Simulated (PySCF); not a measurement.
**Peak assignment**

Structure with atom numbers: `[CH3:1][c:2]1[n:3][n:4]([SiH:5]([CH3:6])[CH3:7])[n:8][c:9]1[Cl:10]`; H(Xn) means a hydrogen on atom n.

PySCF 2.14.0 with density-fitted response routines calculation with geometry from GFN2-xTB and NMR shieldings at PBE0/pcSseg-1/GIAO; in vacuum, fast rotation and ring inversion assumed for equivalent nuclei, single conformer, relativity neglected.

δ = σ(ref) − σ, references computed at the same level: TMS for $^{13}$C, $^{1}$H.

Question: Assign these signals to the numbered atoms. $^{13}$C{$^{1}$H} NMR (computed): δ 150.2 (C), 147.5 (C), 12.2 (CH3), -0.8 (CH3).

Answer: 
150.2 → C9, aromatic carbon bearing chlorine
147.5 → C2, substituted aromatic carbon next to a ring nitrogen
12.2 → C1, methyl carbon on an aromatic ring: saturated and bonded to C and H only
-0.8 → C6/C7, methyl carbon bonded to Si: an electropositive neighbour leaves it electron-rich and shielded

Question: Assign these signals to the numbered atoms. $^{1}$H NMR (600 MHz, computed): δ 5.51 (sept, 1H), 2.47 (s, 3H), 0.45 (d, 6H).

Answer: 
| δ (ppm) | atoms | environment | reason |
| --- | --- | --- | --- |
| 5.51 | H(Si5) | hydrogen on a silicon bonded to 2 C, N | – |
| 2.47 | H(C1) | hydrogen on a methyl carbon on an aromatic ring | benzylic-type position, deshielded by the ring |
| 0.45 | H(C6)/H(C7) | hydrogen on a methyl carbon bonded to Si | an electropositive neighbour shields it, as in TMS itself |

Carbons that carry Cl, above all several Cl atoms, come out too deshielded, partly because spin–orbit coupling is missing. Shifts are as computed. Against solution values, carbons near 30 ppm lie about +3 ppm off and those near 130 ppm about +5 ppm; carbons on Cl a further +6 ppm. Of 1211 compounds with measured shifts, 218 miss one by over three times the rms of a fit or turn the order of signals round; such compounds aren't used in these exercises. No couplings were computed; multiplicities are counted from neighbouring protons, with m where these are inequivalent, close in shift, in a saturated or five-membered ring or joined by F or P, and br s for small geminal =CH2 splittings.
